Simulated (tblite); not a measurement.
Compound: C5H9BF (doublet state).
Atom-mapped SMILES: `[CH3:1][CH2:2][BH:3][C@@H:4]1[CH2:5][C:6]1[F:7]` (hydrogens: H8, H9, H10 on C1; H11, H12 on C2; H13 on B3; H14 on C4; H15, H16 on C5)

Computed with GFN2-xTB (tblite), gas phase: L-BFGS steps from a force-field or distance-geometry start until the largest atomic force falls under 0.01 eV/Å.

Step 33: E = -574.8238 eV
```
atom  x, y, z in Å  |  force x, y, z in eV/Å
C1      2.3887    0.5787    0.0184   -0.013  -0.014  -0.005
C2      1.3789   -0.5758   -0.1329    0.020  -0.053  -0.026
B3      0.0192   -0.3474    0.6278   -0.018   0.027  -0.032
C4     -1.3066   -0.6756   -0.1178   -0.005  -0.078   0.022
C5     -2.1958    0.4988   -0.6306   -0.040   0.058  -0.031
C6     -2.6348   -0.3833    0.4446    0.026   0.116   0.004
F7     -2.8427    0.0703    1.6980   -0.013  -0.100  -0.020
H8      2.5231    1.0874   -0.9321   -0.021   0.050  -0.003
H9      2.0271    1.3063    0.7393    0.081   0.033   0.037
H10     3.3636    0.2279    0.3461   -0.006  -0.020   0.010
H11     1.2278   -0.7829   -1.1926    0.010  -0.013  -0.057
H12     1.8206   -1.4894    0.2723    0.043  -0.041   0.080
H13     0.0032    0.0870    1.7140    0.003   0.073  -0.021
H14    -1.2705   -1.4851   -0.8399   -0.015  -0.014   0.016
H15    -1.9007    1.5186   -0.4063   -0.029  -0.047   0.024
H16    -2.6085    0.3736   -1.6199   -0.022   0.021   0.002
```

Step 34: E = -574.8259 eV
```
atom  x, y, z in Å  |  force x, y, z in eV/Å
C1      2.3948    0.5752    0.0142   -0.010  -0.013  -0.003
C2      1.3765   -0.5733   -0.1263    0.049  -0.057  -0.032
B3      0.0185   -0.3379    0.6354    0.014   0.037  -0.047
C4     -1.3020   -0.6662   -0.1171   -0.025  -0.096   0.035
C5     -2.1998    0.5002   -0.6304   -0.048   0.050  -0.027
C6     -2.6365   -0.3895    0.4373    0.007   0.055   0.023
F7     -2.8595    0.0485    1.6926   -0.017  -0.071  -0.005
H8      2.5199    1.0803   -0.9400   -0.017   0.063   0.031
H9      2.0473    1.3042    0.7413    0.080   0.030   0.012
H10     3.3717    0.2177    0.3305   -0.019  -0.013  -0.002
H11     1.2227   -0.7848   -1.1850    0.003  -0.014  -0.050
H12     1.8178   -1.4861    0.2806    0.032  -0.054   0.091
H13     0.0031    0.0982    1.7208   -0.005   0.073  -0.022
H14    -1.2576   -1.4724   -0.8419   -0.003  -0.029  -0.003
H15    -1.9215    1.5212   -0.4014    0.006   0.024   0.042
H16    -2.6029    0.3738   -1.6220   -0.048   0.014  -0.043
```

Step 35: E = -574.8281 eV
```
atom  x, y, z in Å  |  force x, y, z in eV/Å
C1      2.4011    0.5710    0.0097   -0.001  -0.006   0.002
C2      1.3749   -0.5719   -0.1196    0.064  -0.049  -0.025
B3      0.0180   -0.3269    0.6427    0.041   0.038  -0.055
C4     -1.2975   -0.6577   -0.1156   -0.042  -0.071   0.027
C5     -2.2050    0.5025   -0.6305   -0.036   0.023  -0.012
C6     -2.6381   -0.3954    0.4296   -0.021  -0.027   0.028
F7     -2.8776    0.0239    1.6869   -0.021  -0.032   0.018
H8      2.5159    1.0741   -0.9477   -0.012   0.069   0.063
H9      2.0704    1.3020    0.7434    0.069   0.015  -0.013
H10     3.3799    0.2067    0.3135   -0.026  -0.009  -0.017
H11     1.2171   -0.7870   -1.1777    0.007  -0.022  -0.028
H12     1.8152   -1.4837    0.2912    0.014  -0.051   0.083
H13     0.0027    0.1119    1.7274   -0.009   0.070  -0.037
H14    -1.2435   -1.4589   -0.8443    0.002  -0.044  -0.017
H15    -1.9435    1.5246   -0.3952    0.036   0.083   0.050
H16    -2.5978    0.3740   -1.6252   -0.064   0.013  -0.067
```

Step 36: E = -574.8305 eV
```
atom  x, y, z in Å  |  force x, y, z in eV/Å
C1      2.4070    0.5664    0.0054    0.014   0.003   0.006
C2      1.3745   -0.5719   -0.1132    0.057  -0.035  -0.007
B3      0.0181   -0.3151    0.6484    0.051   0.032  -0.056
C4     -1.2938   -0.6503   -0.1137   -0.045  -0.019   0.001
C5     -2.2105    0.5055   -0.6306   -0.018  -0.012   0.013
C6     -2.6391   -0.4012    0.4223   -0.053  -0.099   0.018
F7     -2.8952   -0.0032    1.6819   -0.026   0.010   0.040
H8      2.5105    1.0692   -0.9538   -0.004   0.073   0.082
H9      2.0950    1.2993    0.7462    0.043  -0.002  -0.030
H10     3.3872    0.1953    0.2963   -0.015  -0.009  -0.034
H11     1.2122   -0.7900   -1.1707    0.019  -0.036   0.002
H12     1.8137   -1.4825    0.3033   -0.009  -0.036   0.064
H13     0.0017    0.1297    1.7315   -0.010   0.063  -0.060
H14    -1.2304   -1.4459   -0.8471    0.006  -0.058  -0.028
H15    -1.9646    1.5291   -0.3888    0.056   0.106   0.047
H16    -2.5938    0.3746   -1.6288   -0.067   0.019  -0.059
```

Task: Estimate the geometry and energy of step 37. (The exact step hangs on the optimiser's Hessian estimate; all steps are aligned on step 36, rigid shifts and turns removed.)

Result: E = -574.8333 eV, largest force 0.154 eV/Å
```
atom  x, y, z in Å  |  force x, y, z in eV/Å
C1      2.4119    0.5616    0.0022    0.031   0.009   0.008
C2      1.3756   -0.5736   -0.1073    0.027  -0.016   0.016
B3      0.0191   -0.3029    0.6512    0.038   0.019  -0.049
C4     -1.2910   -0.6442   -0.1122   -0.032   0.038  -0.035
C5     -2.2159    0.5091   -0.6302   -0.006  -0.045   0.043
C6     -2.6399   -0.4073    0.4162   -0.074  -0.135  -0.001
F7     -2.9108   -0.0324    1.6787   -0.030   0.050   0.049
H8      2.5029    1.0665   -0.9571    0.011   0.077   0.084
H9      2.1195    1.2955    0.7502    0.005  -0.017  -0.033
H10     3.3928    0.1840    0.2796    0.018  -0.010  -0.052
H11     1.2094   -0.7946   -1.1643    0.038  -0.053   0.034
H12     1.8136   -1.4826    0.3163   -0.035  -0.014   0.038
H13    -0.0001    0.1532    1.7308   -0.006   0.051  -0.088
H14    -1.2204   -1.4345   -0.8503    0.013  -0.067  -0.035
H15    -1.9828    1.5350   -0.3831    0.061   0.083   0.040
H16    -2.5915    0.3760   -1.6321   -0.059   0.030  -0.020
```

The energy changes by -0.0028 eV. The first-order estimate −F·Δx gives -0.0038 eV and the mean of the old and new forces, exact on a quadratic surface, -0.0028 eV. The step makes an angle of 79° with the force vector and moves no atom by more than 0.033 Å.

The cost below is that of the whole relaxation. On an Arm Neoverse V2 with one thread, shared host, this took 0.52 s.
